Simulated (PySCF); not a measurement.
**Electron correlation in Ti (titanium, neutral)**

[Ar] 3d1 4s2 4p1, one real determinant (an excited configuration). Calculation: PySCF 2.14, in aug-cc-pVQZ-DK; scalar relativity by spin-free X2C-1e. Frozen: [Ar]; 4 electrons correlated.

MP2 pair energies summed by pair of shells (mhartree):

```
 pair  energy  share (%)
4s-4p  -19.89       41.3
4s-4s  -18.20       37.8
3d-4s   -8.71       18.1
3d-4p   -1.34        2.8
```

Total MP2 correlation energy: -48.15 mhartree.

Same-spin part -8.29 and opposite-spin part -39.86 mhartree; SCS-MP2 scales them by 1/3 and 6/5 to -50.59 mhartree.

The reference is one real determinant that mixes LS terms of this configuration.
